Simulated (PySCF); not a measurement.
## Potential energy of SeCl along the bond

Set-up: PySCF, no relativity, basis sets Se def2-TZVPP, Cl def2-TZVPP. Energies in eV from Se + Cl in their ground configurations at the same level. State: ²Π (doublet), unpaired electrons π ↑.

All columns are UHF. A positive dipole means Se(−)Cl(+).

| R (Å) | E (eV) | μ (D) | Mulliken charge on Se (basis-dependent) | HOMO (eV) | LUMO (eV) | Mayer bond order | ⟨S²⟩ |
| --- | --- | --- | --- | --- | --- | --- | --- |
| 1.828 | 0.288 | 0.27 | 0.13 | -8.67 | 0.22 | 1.21 | 0.77 |
| 1.913 | -0.492 | -0.11 | 0.15 | -8.95 | 0.01 | 1.17 | 0.76 |
| 1.998 | -0.920 | -0.49 | 0.17 | -9.21 | -0.16 | 1.13 | 0.76 |
| 2.062 | -1.076 | -0.77 | 0.18 | -9.39 | -0.28 | 1.10 | 0.76 |
| 2.126 | -1.127 | -1.04 | 0.20 | -9.56 | -0.39 | 1.07 | 0.76 |
| 2.190 | -1.098 | -1.31 | 0.21 | -9.72 | -0.49 | 1.05 | 0.76 |
| 2.275 | -0.970 | -1.65 | 0.23 | -9.92 | -0.61 | 1.02 | 0.77 |
| 2.381 | -0.719 | -1.99 | 0.24 | -10.12 | -0.71 | 0.96 | 0.80 |
| 2.509 | -0.425 | -1.71 | 0.18 | -10.11 | -0.59 | 0.72 | 1.06 |
| 2.679 | -0.201 | -1.16 | 0.11 | -9.96 | -0.69 | 0.43 | 1.37 |

A fit through these points gives, at Re = 2.132 Å, μ = -1.07 D and dμ/dR = -4.27 D/Å; the reduced mass is 24.33 u.

**Question.** How strong is the fundamental in the double-harmonic approximation, I = 42.26·(dμ/dR)²/μred km/mol?

**Answer.** I = 42.26·(-4.27)²/24.33 = 31.7 km/mol at UHF.

⟨S²⟩ of the unrestricted solution departs from its pure value on part of the curve, where spin states mix. Spin–orbit coupling is left out. Hartree–Fock leaves out correlation, which carries a large part of most bond energies and some tenths to 1 eV of ionisation energies. The state is the lowest determinant that a PBE0 search found; another state may lie lower at other levels.
